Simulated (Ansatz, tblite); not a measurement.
Cost and result up the ladder for Ag13Cl4⁻ (started as a model of: Ag13(Cl)4) (17 atoms). Charge -1, multiplicity 1. Geometry: r2SCAN-D4/def2-SVP.

Cartesian coordinates in Å:
```
Ag 0.001 -0.004 -0.002
Ag 2.738 -0.255 0.335
Ag 1.400 -0.459 -2.348
Ag -1.398 0.454 2.348
Ag -2.741 0.248 -0.337
Ag -1.524 -2.061 0.879
Ag 1.004 -2.493 -0.353
Ag -1.003 2.488 0.348
Ag 1.524 2.055 -0.879
Ag -0.913 1.150 -2.285
Ag -1.219 -1.924 -1.832
Ag 1.218 1.920 1.829
Ag 0.912 -1.159 2.282
Cl 5.005 -0.159 0.988
Cl 2.204 -1.063 -4.485
Cl -2.192 1.096 4.477
Cl -5.015 0.165 -0.966
```

Ansatz on 2 threads of AMD EPYC 7R13 on a shared host and a share (18 GiB) of an NVIDIA H100 80GB HBM3; xTB runs through tblite on one thread. Times are rough, summed over both states, and most runs start from the orbitals of an earlier one. No level here is sound enough to serve as a yardstick. The other state is a triplet.

In the def2 sets Ag takes a core potential; there is no spin–orbit coupling. The xTB rows come from tblite. Single mean-field runs in def2-TZVP are fitted with def2-universal-jkfit. HOMO above LUMO, or a gap near zero within one spin, warns that the state may not be the lowest or that an electron is smeared out.

xTB has no spin-polarisation term.

```tsv
level	functions	wall time	vertical triplet (eV)	remarks
GFN1-xTB	153	0.4 s	0.21	–
GFN2-xTB	153	3.2 s	0.03	–
PBE-D4/def2-TZVP	668	58 s	0.20	gap within one spin near zero (triplet), restricted SCF unstable in HF (singlet)
PBE0-D4/def2-TZVP (with forces)	668	93 s	0.13	restricted SCF unstable in HF (singlet)
```
